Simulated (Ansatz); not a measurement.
Input file for Ansatz (an electronic-structure program): U-wB97X-V/cc-pVTZ on GaH3O2 (SMILES [OH][GaH][OH]), a point of a bond scan (R = 1.702 Å).

Ansatz 0.2 input:
```yaml
crystal:
  periodic: [false, false, false]
  atoms:
    - {symbol: Ga, position_ang: [-0.24404156, -0.17751198, -0.15122784]}
    - {symbol: H, position_ang: [-1.46524946, -1.10017055, -0.89468824]}
    - {symbol: O, position_ang: [0.02041342, 1.53779605, -0.57659188]}
    - {symbol: H, position_ang: [0.74228075, 1.94032686, -0.08185129]}
    - {symbol: O, position_ang: [0.90232372, -0.75596542, 1.10558427]}
    - {symbol: H, position_ang: [0.79534111, -1.67580809, 1.36507609]}
basis:
  gaussian:
    orbitals: cc-pVTZ
hamiltonian:
  xc: {name: wB97X-V}
magnetization: {spin_polarized: true, initial_magnetization: 0}
```

The head of its log:

```
WARN ansatz: RAYON_NUM_THREADS=1 ignored (pool sized by the plan → 1); use --threads N
Functional definition: wB97X-V
integrals: 0.08 GiB planned
906 factors; their error is unknown
integrals: 0.11 GiB planned
199 factors; integrals over basis functions are off by at most 5.4e-6 eV
mean field: 1.02 GiB planned
mean field evaluation 1: about -56510.1961 eV, gradient 5.1e1 eV
mean field evaluation 2: about -56505.2422 eV, gradient 6.5e1 eV
```

Question: Predict the final total energy.

Answer: -2077.0240 hartree.
